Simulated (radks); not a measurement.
Question: All-electron atom: the caesium ion Cs39+ in [Ne] 3s2 3p4. Calculated with a radial shooting solver on a logarithmic mesh with Libxc functionals: Dirac Kohn-Sham, exchange-only PBE, spin-unpolarised, spherical densities, finite nucleus; open shells fill j = l - 1/2 first; Fermi nuclear charge, rms radius 4.8041 fm. Some entries of the table are withheld. Estimate them.

| orbital | occ. | eigenvalue (hartree) | r(max) (bohr) |
|---|---|---|---|
| 1s1/2 | 2 | -1399.464 | 0.01678 |
| 2s1/2 | 2 | -287.9410 | 0.09451 |
| 2p1/2 | 2 | (1) | (2) |
| 2p3/2 | 4 | (3) | (4) |
| 3s1/2 | 2 | -110.8663 | 0.2562 |
| 3p1/2 | 2 | (5) | 0.2409 |
| 3p3/2 | 2 | (6) | 0.2498 |

Answer: 
(1) 2p1/2 eigenvalue (hartree): -276.6954
(2) 2p1/2 r(max) (bohr): 0.07228
(3) 2p3/2 eigenvalue (hartree): -263.4490
(4) 2p3/2 r(max) (bohr): 0.07716
(5) 3p1/2 eigenvalue (hartree): -106.7410
(6) 3p3/2 eigenvalue (hartree): -103.4745
